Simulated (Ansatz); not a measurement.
`C[CH2][Cd][F]` + HCl → `C[CH2][Cd][Cl]` + H–F at 600 K and 1 bar (ligand exchange at a Cd–F bond).

Calculated with Ansatz (gas phase, PBE0-D4/def2-TZVP geometries, no zero-point term in ΔE). CBS: MP2 limit from def2 TZ/QZ plus the TZ coupled-cluster correction, frozen cores. This one scheme is used for every species. Elements past krypton have def2 core potentials. For Cd outer-core shells are correlated without core-valence functions, which leaves a few kJ/mol of doubt a bond. Each species was taken in one conformer, which may not be the lowest.

```csv
species,CCSD(T)/CBS energy (Eh),H − E (kJ/mol),S (J/(mol·K))
`C[CH2][Cd][F]`,-346.63236,224.9,404.7
HCl,-460.38127,35.4,207.2
`C[CH2][Cd][Cl]`,-706.64948,224.3,418.0
H–F,-100.39570,42.3,194.0
```

H − E and S are ideal-gas, rigid-rotor, harmonic terms from PBE0-D4/def2-TZVP, for one conformer and one mirror image of each species. 1 Eh = 2625.50 kJ/mol, R = 8.31446 J/(mol·K).

Question: By hand: ΔE, ΔH, ΔS and ΔG.

Answer: ΔE = (-706.64948) + (-100.39570) − (-346.63236) − (-460.38127) = -0.03155 Eh = -82.8 kJ/mol. Δ(H − E) = 224.3 + 42.3 − 224.9 − 35.4 = 6.3, so ΔH = -76.5 kJ/mol. ΔS = 418.0 + 194.0 − 404.7 − 207.2 = 0.1 J/(mol·K). ΔG = -76.5 − 600 × (0.1)/1000 = -76.6 kJ/mol.

Question: By hand: the equilibrium constant, and the temperature at which ΔG would vanish if ΔH and ΔS stayed fixed.

Answer: log₁₀ K = −ΔG/(RT ln 10) = 6.7. ΔH and −TΔS have one sign here, so there is no such temperature.

The number of gas molecules stays the same, so ΔS is small and ΔH decides. A doubt of 5 kJ/mol in ΔE shifts log₁₀ K by 0.4 here. Other conformers and mirror images would add mixing entropy, several J/(mol·K) or more a flexible species. These are equilibria of isolated gas molecules and say nothing of rates. Largest T1 diagnostic: 0.014 (customary marks: 0.02 for closed shells, 0.045 for open ones).

ΔS is within the doubt of such terms, so its sign, and with it that verdict, could turn.
